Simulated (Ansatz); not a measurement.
F$_{2}$H$_{4}$OSiSn, SMILES `[OH][Sn]([F])([F])[SiH3]`, 9 atoms. The species carries charge 0 and has multiplicity 1. Correlated methods include outer-core shells of Sn, which these sets cover unevenly. Sn takes the def2 core potential. All runs use 4 threads of a server CPU on a shared host. Correlated methods freeze the cores.

(1) How many basis functions does each run have, and how long does it take in Ansatz? RKS ωB97M-V/def2-SVP energy; RKS PBE0-D4/def2-QZVPP energy; RKS ωB97M-V/def2-QZVPP energy; RHF-CCSD(T)/def2-TZVPP energy; RHF-CCSD(T)/def2-SVP energy; RKS PBE0-D4/def2-TZVP frequencies; RKS PBE0-D4/def2-TZVPP energy; direct RPA on PBE orbitals/def2-TZVPP energy; RKS PBE-D4/def2-TZVPP energy and forces; RKS PBE0-D4/def2-SVP energy; RKS r2SCAN-D4/def2-TZVPP energy and forces; RHF-MP2/def2-QZVPP energy. (An estimate is asked.)

## Answers

(1) Ansatz gave: Other jobs shared the machine, so times are rough.

```
                                level                job  functions  wall time  peak host memory (GiB)
                 RKS PBE0-D4/def2-SVP             energy        106      2.2 s                    0.25
                RKS PBE-D4/def2-TZVPP  energy and forces        241      4.3 s                    0.33
               RKS PBE0-D4/def2-TZVPP             energy        241      5.5 s                    0.66
             RKS r2SCAN-D4/def2-TZVPP  energy and forces        241        8 s                    0.36
                 RKS ωB97M-V/def2-SVP             energy        106      9.5 s                    0.37
direct RPA on PBE orbitals/def2-TZVPP             energy        241       11 s                    0.62
                 RHF-CCSD(T)/def2-SVP             energy        106       15 s                    0.57
               RKS PBE0-D4/def2-QZVPP             energy        443       15 s                     1.6
                   RHF-MP2/def2-QZVPP             energy        443       33 s                     2.3
               RKS ωB97M-V/def2-QZVPP             energy        443       35 s                     1.9
                RKS PBE0-D4/def2-TZVP        frequencies        204    4.3 min                    0.61
               RHF-CCSD(T)/def2-TZVPP             energy        241    7.6 min                     5.3
```
